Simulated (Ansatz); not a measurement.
Consider the ligand exchange at the Si–O bond: `[SiH3]O[SiH](Cl)Cl` + `S[SiH2]Cl` → `Cl[SiH2]S[SiH](Cl)Cl` + silanol.

Gas-phase electronic energies from Ansatz, PBE0-D4/def2-TZVP geometries. CCSD(T)/CBS is the MP2 limit (def2-TZVPP, def2-QZVPP) plus CCSD(T) − MP2 in def2-TZVPP, frozen cores. DFT in def2-TZVPP. One conformer a species, not always the lowest.

`[SiH3]O[SiH](Cl)Cl`:

```xyz
9

Si    1.122    0.407    1.060
O     0.255    0.389   -0.342
Si   -0.986   -0.242   -1.145
Cl   -0.699   -2.242   -1.417
Cl   -2.710    0.023   -0.088
H     2.236    1.364    0.875
H     1.651   -0.951    1.334
H     0.248    0.844    2.176
H    -1.117    0.409   -2.454
```

`S[SiH2]Cl`:

Cartesian coordinates in Å:
```
S 0.381 -1.658 0.109
Si -0.104 0.397 0.297
Cl -1.695 0.955 -0.875
H 0.860 -1.535 -1.141
H 1.034 1.253 -0.104
H -0.476 0.588 1.714
```

`Cl[SiH2]S[SiH](Cl)Cl`:

Z-matrix (Å, degrees):
```
Si
S 1 2.135
Cl 1 2.045 2 112.6
H 1 1.477 2 104.0 3 117.5
H 1 1.475 2 111.1 3 -121.2
Si 2 2.118 1 103.4 3 72.1
Cl 6 2.036 2 112.4 1 -70.9
Cl 6 2.040 2 112.1 1 51.0
H 6 1.472 2 106.3 1 170.0
```

`O[SiH3]`:

Z-matrix (Å, degrees):
```
Si
O 1 1.648
H 1 1.489 2 111.7
H 1 1.489 2 111.7 3 120.9
H 1 1.481 2 105.9 3 -119.6
H 2 0.957 1 117.9 3 -60.5
```

```
         level  ΔE (kJ/mol)
     r2SCAN-D4         63.9
       ωB97X-V         67.3
MP2/def2-TZVPP         63.2
CCSD/CBS(def2)         71.0
```

(1) What does CCSD(T)/CBS give? (An estimate is asked.)

Largest T1 diagnostic among the species: 0.011.

## Answers

(1) Computed: +65.5 kJ/mol. The listed levels differ from it by -1.6, 1.8, -2.3, 5.5 kJ/mol.

The D4 term adds −10.9 kJ/mol with B3LYP and −6.1 kJ/mol with PBE0; it sums over pairs of atoms, weighted by their polarisabilities, and B3LYP, whose exchange is more repulsive, gets the larger term. In def2-TZVPP, CCSD(T) changes the Hartree–Fock value by −26.2 kJ/mol (the triples alone add −5.5 kJ/mol) and MP2 by −33.5 kJ/mol. From PBE to PBE0 (25 % exact exchange), in def2-TZVPP and without D4, ΔE moves by +5.4 kJ/mol.

B3LYP here is the variant with VWN-RPA as its local correlation; programs differ in this.
